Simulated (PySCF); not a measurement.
BClF (calculated)

Calculation on a computer-drawn molecule: vertical ionisation energy to the stated ion spin, frozen-core CCSD(T) at the basis limit and cheaper methods, single-reference cases, UHF for radicals, no spin-orbit; all values are single points at the evaluated structure, the first of each entry, which is the reference or a displaced copy of it and isn't optimised; the reference structure only sets the zero of the energies above reference; triples share is (T) over the correlation energy. Program: PySCF 2.14.0.

Entry: BClF

Evaluated structure:
```xyz
3
BClF
F     -2.1511     0.9539     1.0170
B     -1.5513     1.1860    -0.0297
Cl    -0.7657     1.4901    -1.4010
```

Reference structure:
```xyz
3
BClF
F     -2.1511     0.9539     1.0170
B     -1.5513     1.1860    -0.0297
Cl    -0.7657     1.4901    -1.4010
```

Here we set charge 1, multiplicity 1, ion multiplicity 2, diffuse functions no, basis cc-pV(n+d)Z, reference is the Hartree-Fock double-zeta minimum, best is HF at quadruple zeta + MP2 correlation extrapolated from triple and quadruple zeta + CCSD(T) minus MP2 at triple zeta and basis step is the size of the change from the same recipe one zeta lower.

Results for BClF: ionisation energy best 21.54 eV; ionisation energy basis step 0.08095 eV; energy above reference best 0 kcal/mol; energy above reference basis step 0 kcal/mol; ionisation energy Koopmans at triple zeta 21.75 eV; ionisation energy EOM CCSD at triple zeta 21.47 eV; total energy HF triple zeta -583.4497 hartree; total energy CCSD(T) triple zeta -583.9918 hartree; total energy best -584.0839 hartree; T1 diagnostic at triple zeta 0.01466; D1 diagnostic at triple zeta 0.0385; ion T1 diagnostic at triple zeta 0.02078; ion D1 diagnostic at triple zeta 0.07796; ion spin squared at triple zeta 0.761; triples share at triple zeta 0.03813; basis functions triple zeta 99.

Drawn bonds:
```
atom  other atom  order
   1           2      1
   2           3      1
```

Triple zeta:
```
 method  ionisation energy (eV)  energy above reference (kcal/mol)
     HF                   20.32                                  0
    PBE                    21.3                                  0
 r2SCAN                   21.39                                  0
  B3LYP                   21.43                                  0
  wB97X                    21.4                                  0
    MP2                   21.46                                  0
   CCSD                    21.3                                  0
CCSD(T)                   21.35                                  0
```
